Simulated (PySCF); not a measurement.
An unknown is described by computed data only.

Formula: C3H9ClSi.

| Property | Result |
| --- | --- |
| Rotational structure | rotational constants A, B, C: 5.869, 1.403, 1.217 GHz [GFN2-xTB] |
| NMR, other nuclei | isotropic shieldings of nuclei other than C and H, by class: 384 (1 Si), 928 (1 Cl) ppm [GIAO PBE0/pcSseg-1] |
| 13C NMR | chemical shifts (computed TMS as zero) by class: 31.3 (1 C), 10.5 (1 C), 4.9 (1 C) ppm [GIAO PBE0/pcSseg-1] |
| Triplet | lowest triplet excitation (Tamm–Dancoff): 5.99 eV [TDA PBE0/def2-SVPD] |
| 1H NMR | chemical shifts (computed TMS as zero) by class: 4.11 (2 H), 2.97 (2 H), 1.14 (3 H), 1.06 (2 H) ppm [GIAO PBE0/pcSseg-1] |
| Polarisability | 78.3 au [PBE0/def2-SVPD] |

The electronic properties come from PySCF, for the isolated species, density fitting. Levels stand in brackets. Isolated species at its GFN2-xTB geometry (one conformer only). Each NMR value is the plain mean over a class of atoms that symmetry, rotation or inversion makes alike.

Question: Give a SMILES that accounts for the data.

Answer: Numbering: `[CH3:1][CH2:2][SiH2:3][CH2:4][Cl:5]`. Its formula, C3H9ClSi, gives 0 degrees of unsaturation, so no ring and no π bond. 3 carbons fall into 3 classes; from least to most shielded: sp3 C–Cl carbon [C4] (31.3 ppm), methyl carbon [C1] (10.5 ppm), sp3 carbon bound to silicon [C2] (4.9 ppm). Hydrogen classes from least to most shielded: 2 H on an SiH2 silicon, Si3 (4.11 ppm), 2 H on an sp3 C–Cl carbon, C4 (2.97 ppm), 3 H on a methyl carbon, C1 (1.14 ppm, a mean of values up to 0.6 ppm apart in this geometry), 2 H on an sp3 carbon bound to silicon, C2 (1.06 ppm, a mean of values up to 0.7 ppm apart in this geometry). The other shieldings belong to: 384 ppm, SiH2 silicon [Si3]; 928 ppm, alkyl chlorine [Cl5]. The optimised geometry has point group C1 and is an asymmetric top. Structure: `CC[SiH2]CCl`. The assignments are read from this structure; whether some other isomer fits the data as well wasn't checked.

Shape of the structure used: `[CH3:1][CH2:2][SiH2:3][CH2:4][Cl:5]`: C1–C2–Si3–C4 180°, C2–Si3–C4–Cl5 -60°.
